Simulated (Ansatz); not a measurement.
The cluster Li4S2⁺, relaxed as a doublet with UKS PBE-D4/def2-TZVP in Ansatz, starting from the GFN2-xTB geometry. Force threshold 0.02 eV/Å.

Another isomer (doublet) lies 0.46 eV lower at PBE0-D4/def2-TZVP; other spin states weren't run for this one.

Start:

```
atom   x (Å)   y (Å)   z (Å)
 Li1   0.158   0.311  -0.132
 Li2  -1.987  -2.811  -0.554
 Li3   1.066   4.431  -1.487
 Li4   0.545  -2.539   2.408
  S5  -0.442  -1.785   0.608
  S6   0.660   2.394  -0.843
```

```tsv
step	energy (eV)	largest force component (eV/Å)	SCF passes
1	-22477.7317	0.203	51
2	-22477.7437	0.087	26
3	-22477.7458	0.004	27
```

Force components are those of the run's own axes.

End:

```xyz
6

Li    0.149    0.271   -0.119
Li   -1.960   -2.787   -0.540
Li    1.072    4.416   -1.488
Li    0.536   -2.510    2.373
S    -0.440   -1.768    0.600
S     0.643    2.377   -0.826
```

By distances, no bond broke or formed. The bond that changes most is Li1–S5, from 2.30 to 2.24 Å (atoms count from 1).

No frequencies were taken in this run, so the end may be a saddle point.

It took 4.3 s on 4 threads of Arm Neoverse V1 on a shared host.
